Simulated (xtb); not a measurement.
Job for xtb: GFN2-xTB on H2OSi (SMILES O=[SiH2]), a point of a bond scan (R = 3.495 Å).

```
$ xtb mol.xyz --gfn 2 --sp --chrg 0 --uhf 0
4

O      2.82717420    -1.14719742    -0.19561796
Si    -0.40448259     0.16412904     0.02798698
H     -1.61806760    -0.53589800    -0.45149398
H     -0.72386075     1.48619463     0.61353677
```

What total energy does the run end on?

-6.5098 hartree.
